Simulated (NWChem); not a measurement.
All runs are NWChem calculations. System: Ga, charge 0, spin multiplicity 2. Its SCF solution wasn't tested for a lower state. Level: UMP2/def2-TZVP, 9 core orbitals frozen.

Input file:

```
start mol
memory heap 200 mb stack 900 mb global 1100 mb
geometry units angstroms nocenter noautoz
  Ga     0.000000     0.000000     0.000000
  symmetry group D2h
end
basis spherical
  * library def2-tzvp
end
scf
  uhf
  nopen 1
  maxiter 100
  thresh 1e-7
  semidirect memsize 60000000 filesize 0
  # guess.movecs holds the orbitals of an unrestricted PBE0 run
  vectors input guess.movecs output mol.movecs
end
mp2
  freeze core 9
end
task mp2 energy
```

Part of the output:

```
             Northwest Computational Chemistry Package (NWChem) 7.3.0
             --------------------------------------------------------

                                NWChem Input Module
                                -------------------

 Scaling coordinates for geometry "geometry" by  1.889725989
 (inverse scale =  0.529177249)

                             Geometry "geometry" -> ""
                             -------------------------

 Output coordinates in angstroms (scale by  1.889725989 to convert to a.u.)

  No.       Tag          Charge          X              Y              Z
 ---- ---------------- ---------- -------------- -------------- --------------
    1 Ga                  31.0000     0.00000000     0.00000000     0.00000000

 Effective nuclear repulsion energy (a.u.)       0.0000000000

            Nuclear Dipole moment (a.u.)
            ----------------------------
        X                 Y               Z
 ---------------- ---------------- ----------------
     0.0000000000     0.0000000000     0.0000000000

      Symmetry information
      --------------------

 Group name             D2h
 Group number             26
 Group order               8
 No. of unique centers     1

      Symmetry unique atoms

     1


 Summary of "ao basis" -> "" (spherical)
 ------------------------------------------------------------------------------
       Tag                 Description            Shells   Functions and Types
 ---------------- ------------------------------  ------  ---------------------
 *                         def2-tzvp                  on all atoms

 Summary of "ao basis" -> "ao basis" (spherical)
 ------------------------------------------------------------------------------
       Tag                 Description            Shells   Functions and Types
 ---------------- ------------------------------  ------  ---------------------
 Ga                        def2-tzvp                16       48   6s5p4d1f

                                 NWChem SCF Module
                                 -----------------

  ao basis        = "ao basis"
  functions       =    48
  atoms           =     1
  alpha electrons =    16
  beta  electrons =    15
  charge          =   0.00
  wavefunction    = UHF
  use symmetry    = T
  symmetry adapt  = T

 Summary of "ao basis" -> "ao basis" (spherical)
 ------------------------------------------------------------------------------
       Tag                 Description            Shells   Functions and Types
 ---------------- ------------------------------  ------  ---------------------
 Ga                        def2-tzvp                16       48   6s5p4d1f

      Symmetry analysis of basis
      --------------------------

        ag         14
        au          1
        b1g         4
        b1u         7
        b2g         4
        b2u         7
        b3g         4
        b3u         7

 Forming initial guess at       0.1s

   Symmetry analysis of molecular orbitals - initial alpha
   -------------------------------------------------------

  Numbering of irreducible representations:

     1 ag          2 au          3 b1g         4 b1u         5 b2g
     6 b2u         7 b3g         8 b3u

  Orbital symmetries:

     1 ag          2 ag          3 b1u         4 b3u         5 b2u
     6 ag          7 b3u         8 b1u         9 b2u        10 b2g
    11 ag         12 b1g        13 b3g        14 ag         15 ag
    16 b2u        17 b1u        18 b3u        19 ag         20 b1g
    21 b3g        22 ag         23 b2g        24 ag         25 b2u
    26 b3u

   Symmetry analysis of molecular orbitals - initial beta
   ------------------------------------------------------

  Numbering of irreducible representations:

     1 ag          2 au          3 b1g         4 b1u         5 b2g
     6 b2u         7 b3g         8 b3u

  Orbital symmetries:

     1 ag          2 ag          3 b1u         4 b3u         5 b2u
     6 ag          7 b3u         8 b1u         9 b2u        10 b2g
    11 ag         12 b1g        13 b3g        14 ag         15 ag
    16 b1u        17 b3u        18 b2u        19 ag         20 b2g
    21 ag         22 b1g        23 b3g        24 ag         25 b3u
    26 b1u

 Starting SCF solution at       0.1s

 ----------------------------------------------
         Quadratically convergent UHF

 Convergence threshold     :          1.000E-07
 Maximum no. of iterations :          100
 Integral*density screening:          1.000E-09
 ----------------------------------------------

              iter       energy          gnorm     gmax       time
             ----- ------------------- --------- --------- --------
                 1    -1923.2122044586  5.38D-01  2.55D-01      0.9
                 2    -1923.2217762334  2.05D-01  5.18D-02      0.9
                 3    -1923.2234883000  2.92D-03  1.29D-03      0.9
                 4    -1923.2234912074  2.42D-06  5.73D-07      0.9
                 5    -1923.2234912074  1.98D-09  8.42D-10      1.0

       Final UHF  results
       ------------------

         Total SCF energy =  -1923.223491207397
      One electron energy =  -2684.893489506674
      Two electron energy =    761.669998299276
 Nuclear repulsion energy =      0.000000000000

                       Sz =      0.5000
                 Sz(Sz+1) =      0.7500
                      S^2 =      0.7630

        Time for solution =      0.9s

       Symmetry analysis of molecular orbitals - alpha
       -----------------------------------------------

  Numbering of irreducible representations:

     1 ag          2 au          3 b1g         4 b1u         5 b2g
[...]
              MO Center=  1.4D-19, -2.8D-19, -1.4D-17, r^2= 4.5D+00
   Bfn.  Coefficient  Atom+Function         Bfn.  Coefficient  Atom+Function
  ----- ------------  ---------------      ----- ------------  ---------------
    21      0.824918  1 Ga pz                18      0.262335  1 Ga pz

 Vector   18  Occ=0.000000D+00  E= 2.909380D-02  Symmetry=b3u
              MO Center= -7.1D-19, -2.7D-21,  3.6D-21, r^2= 4.5D+00
   Bfn.  Coefficient  Atom+Function         Bfn.  Coefficient  Atom+Function
  ----- ------------  ---------------      ----- ------------  ---------------
    19      0.824918  1 Ga px                16      0.262335  1 Ga px

 Vector   19  Occ=0.000000D+00  E= 2.741348D-01  Symmetry=ag
              MO Center=  1.9D-17, -1.2D-15, -1.0D-14, r^2= 4.8D+00
   Bfn.  Coefficient  Atom+Function         Bfn.  Coefficient  Atom+Function
  ----- ------------  ---------------      ----- ------------  ---------------
    41      0.989860  1 Ga d  2              39      0.571496  1 Ga d  0
    36     -0.294675  1 Ga d  2              34     -0.170131  1 Ga d  0

                     UHF Final Beta Molecular Orbital Analysis
                     -----------------------------------------

 Vector   13  Occ=1.000000D+00  E=-1.187352D+00  Symmetry=b3g
              MO Center= -2.6D-19, -9.8D-19, -1.2D-18, r^2= 2.2D-01
   Bfn.  Coefficient  Atom+Function         Bfn.  Coefficient  Atom+Function
  ----- ------------  ---------------      ----- ------------  ---------------
    23      0.907082  1 Ga d -1              28      0.206619  1 Ga d -1

 Vector   14  Occ=1.000000D+00  E=-1.184774D+00  Symmetry=ag
              MO Center= -3.5D-18, -2.1D-18, -1.7D-18, r^2= 2.2D-01
   Bfn.  Coefficient  Atom+Function         Bfn.  Coefficient  Atom+Function
  ----- ------------  ---------------      ----- ------------  ---------------
    26      0.786059  1 Ga d  2              24      0.453831  1 Ga d  0
    31      0.178074  1 Ga d  2

 Vector   15  Occ=1.000000D+00  E=-3.932117D-01  Symmetry=ag
              MO Center=  4.3D-21,  4.3D-20,  3.6D-20, r^2= 2.0D+00
   Bfn.  Coefficient  Atom+Function         Bfn.  Coefficient  Atom+Function
  ----- ------------  ---------------      ----- ------------  ---------------
     5      0.637497  1 Ga s                  6      0.527057  1 Ga s
     4     -0.299020  1 Ga s                  3     -0.211228  1 Ga s

 Vector   16  Occ=0.000000D+00  E= 3.925415D-02  Symmetry=b3u
              MO Center= -1.9D-18, -2.8D-18,  1.1D-16, r^2= 4.5D+00
   Bfn.  Coefficient  Atom+Function         Bfn.  Coefficient  Atom+Function
  ----- ------------  ---------------      ----- ------------  ---------------
    19      0.828918  1 Ga px                16      0.256495  1 Ga px

 Vector   17  Occ=0.000000D+00  E= 3.925415D-02  Symmetry=b1u
              MO Center=  9.0D-17, -5.1D-20, -2.3D-18, r^2= 4.5D+00
   Bfn.  Coefficient  Atom+Function         Bfn.  Coefficient  Atom+Function
  ----- ------------  ---------------      ----- ------------  ---------------
    21      0.828918  1 Ga pz                18      0.256495  1 Ga pz

 Vector   18  Occ=0.000000D+00  E= 7.721679D-02  Symmetry=b2u
              MO Center=  2.7D-16, -4.0D-16, -1.2D-15, r^2= 4.7D+00
   Bfn.  Coefficient  Atom+Function         Bfn.  Coefficient  Atom+Function
  ----- ------------  ---------------      ----- ------------  ---------------
    20      0.861626  1 Ga py                17      0.210733  1 Ga py

 center of mass
 --------------
 x =   0.00000000 y =   0.00000000 z =   0.00000000

 moments of inertia (a.u.)
 ------------------
           0.000000000000           0.000000000000           0.000000000000
           0.000000000000           0.000000000000           0.000000000000
           0.000000000000           0.000000000000           0.000000000000

  Mulliken analysis of the total density
  --------------------------------------

    Atom       Charge   Shell Charges
 -----------   ------   -------------------------------------------------------
    1 Ga  31    31.00   2.00  2.00  1.18  0.78  1.04  1.00  5.98  4.43  1.56  0.40  0.62  8.89  1.13 -0.03  0.03  0.00

  Mulliken analysis of the alpha density
  --------------------------------------

    Atom       Charge   Shell Charges
 -----------   ------   -------------------------------------------------------
    1 Ga  31    16.00   1.00  1.00  0.59  0.39  0.50  0.51  2.99  2.22  0.78  0.39  0.63  4.44  0.57 -0.01  0.02  0.00

   Mulliken analysis of the beta density
   -------------------------------------

    Atom       Charge   Shell Charges
 -----------   ------   -------------------------------------------------------
    1 Ga  31    15.00   1.00  1.00  0.59  0.39  0.53  0.48  2.99  2.21  0.79  0.02 -0.00  4.45  0.56 -0.02  0.01  0.00

   Mulliken analysis of the spin density
   -------------------------------------

    Atom       Charge   Shell Charges
 -----------   ------   -------------------------------------------------------
    1 Ga  31     1.00  -0.00 -0.00 -0.00  0.00 -0.03  0.03  0.00  0.01 -0.01  0.37  0.63 -0.01  0.01  0.01  0.00  0.00

       Multipole analysis of the density wrt the origin
       ------------------------------------------------

     L   x y z        total         alpha         beta         nuclear
     -   - - -        -----         -----         ----         -------
     0   0 0 0     -0.000000    -16.000000    -15.000000     31.000000

     1   1 0 0      0.000000      0.000000      0.000000      0.000000
     1   0 1 0     -0.000000     -0.000000      0.000000      0.000000
     1   0 0 1      0.000000      0.000000      0.000000      0.000000

     2   2 0 0    -11.617610     -7.018855     -4.598756      0.000000
     2   1 1 0      0.000000      0.000000     -0.000000      0.000000
     2   1 0 1     -0.000000      0.000000     -0.000000      0.000000
     2   0 2 0    -17.072860    -12.842338     -4.230522      0.000000
     2   0 1 1      0.000000      0.000000      0.000000      0.000000
     2   0 0 2    -11.617610     -7.018855     -4.598756      0.000000

                   NWChem MP2 Semi-direct Energy/Gradient Module
                   ---------------------------------------------

  Basis functions       =     48
  Molecular orbitals    =     48
  Frozen core           =      9
  Frozen virtuals       =      0
  Active alpha occupied =      7
  Active beta occupied  =      6
  Active alpha virtual  =     32
  Active beta virtual   =     33
  Use MO symmetry       = T
  Use skeleton AO sym   = T

  AO/Fock/Back tols     =   1.0D-09  1.0D-09  1.0D-09

 GA uses MA = F    GA memory limited = T

 Available:
  local mem=  1.26D+08
 global mem=  1.44D+08
 local disk=  0.00D+00
  mp2_memr nvloc                    32
  nvloc new                    32
   1 passes of   7:        3145728                      15895                    899647.
   1 passes of   7: M    126152337           G      144174592           F     123006609.

 Semi-direct pass number   1 of   1  for UHF alpha       at        1.1s
  vrange nnbf                  1176
  mp2_eaftype                    10  avail_ma_in_mb                  1099
 EAF : mp2_eaftype filesize          10     449823.
  mp2_eaf for mointskh                     10
Node 0 wrote      2.1 Mb in      0.0 s     Agg I/O rate:   531.0 Mb/s
 Done moints_semi at        3.0s
  mp2_eaftype                    10  avail_ma_in_mb                  1089
 EAF : mp2_eaftype filesize          10     449823.
  mp2_eaf for kh                    10
 Done maket at        3.0s
 Done multipass loop at        3.0s

 GA uses MA = F    GA memory limited = T

 Available:
  local mem=  1.26D+08
 global mem=  1.44D+08
 local disk=  0.00D+00
  mp2_memr nvloc                    33
  nvloc new                    33
   1 passes of   6:        3145728                      14596                    795688.
   1 passes of   6: M    126152337           G      144174592           F     123006609.

 Semi-direct pass number   1 of   1  for UHF beta        at        3.1s
  vrange nnbf                  1176
  mp2_eaftype                    10  avail_ma_in_mb                  1099
 EAF : mp2_eaftype filesize          10     397844.
  mp2_eaf for mointskh                     10
Node 0 wrote      1.9 Mb in      0.0 s     Agg I/O rate:   521.5 Mb/s
 Done moints_semi at        5.2s
  mp2_eaftype                    10  avail_ma_in_mb                  1089
 EAF : mp2_eaftype filesize          10     397844.
  mp2_eaf for kh                    10
 Done maket at        5.2s
 Done multipass loop at        5.2s

          -------------------------------------------
          SCF energy               -1923.223491207397
          Correlation energy          -0.177062550879
          Singlet pairs                0.000000000000
          Triplet pairs                0.000000000000
          Total MP2 energy         -1923.400553758276
          -------------------------------------------

          ---------------------------------------------------
                    Spin Component Scaled (SCS) MP2
          Same spin pairs                     -0.054701182339
          Same spin scaling factor             0.333333333333
          Opposite spin pairs                 -0.122361368540
          Opposite spin scaling fact.          1.200000000000
          SCS-MP2 correlation energy          -0.165067369694
          Total SCS-MP2 energy             -1923.388558577091
          ---------------------------------------------------

 -----------------------
 Performance information
 -----------------------

 Timer overhead =  2.10D-07 seconds/call

               Nr. of calls         CPU time (s)                 Wall time (s)                GFlops
             ---------------    -------------------     ------------------------------   -------------------
Name         Min   Avg   Max    Min     Avg     Max     Min     Avg     Max   Mx/calls   Min     Max     Sum
mp2: moin     2     2     2    4.1     4.1     4.1      4.1     4.1     4.1     2.0      0.0     0.0     0.0
mp2: make     2     2     2   2.00E-2 2.00E-2 2.00E-2  2.00E-2 2.00E-2 2.00E-2 1.00E-2   0.0     0.0     0.0
mp2: tota     1     1     1    4.2     4.2     4.2      4.2     4.2     4.2     4.2      0.0     0.0     0.0

 The average no. of pstat calls per process was 5.00D+00
 with a timing overhead of 1.05D-06s

 Task  times  cpu:        5.2s     wall:        5.2s

 Total times  cpu:        5.2s     wall:        5.2s
```
